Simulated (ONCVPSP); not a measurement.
# u(r) = r·R(r): atom against pseudo-atom (Li)

Columns: radius, all-electron u(r) and pseudo u(r) of the 2s shell (level -2.82 eV) of lithium in the configuration [He] 2s1; PBEsol, scalar-relativistic, ONCV scheme, ONCVPSP 4.0.1.

```
r (bohr)  all-electron  pseudo
   0.132       -0.1399  0.0164
   0.265       -0.1832  0.0338
   0.398       -0.1727  0.0529
   0.530       -0.1336  0.0738
   0.663       -0.0797  0.0966
   0.795       -0.0199  0.1207
   0.928        0.0415  0.1466
   1.060        0.1009  0.1738
   1.193        0.1573  0.2032
   1.325        0.2092  0.2345
   1.458        0.2568  0.2682
   1.590        0.2992  0.3028
   1.723        0.3376  0.3378
   1.855        0.3717  0.3710
   1.988        0.4023  0.4017
   2.120        0.4287  0.4284
   2.252        0.4511  0.4510
   2.385        0.4699  0.4699
   2.518        0.4851  0.4851
   2.650        0.4970  0.4970
   2.782        0.5058  0.5058
   2.915        0.5118  0.5118
   3.048        0.5152  0.5152
   3.180        0.5163  0.5163
   3.312        0.5152  0.5152
   3.445        0.5121  0.5121
```

Q: How many radial nodes do the two functions have?

A: The all-electron 2s function has n − l − 1 = 1; the pseudo-wave has 0, since the states of the same l below it are removed with the core.

Q: At about which radius was the pseudo-wave matched?

A: 2.50 bohr. The columns agree to 0.0005 from 2.12 bohr on; several derivatives are matched, so the curves merge somewhat inside the radius.

Q: Is the pseudo-wave norm-conserving?

A: Yes: the ONCV scheme keeps the norm inside the radius equal to the all-electron one, which fixes the energy derivative of the logarithmic derivative at the level.
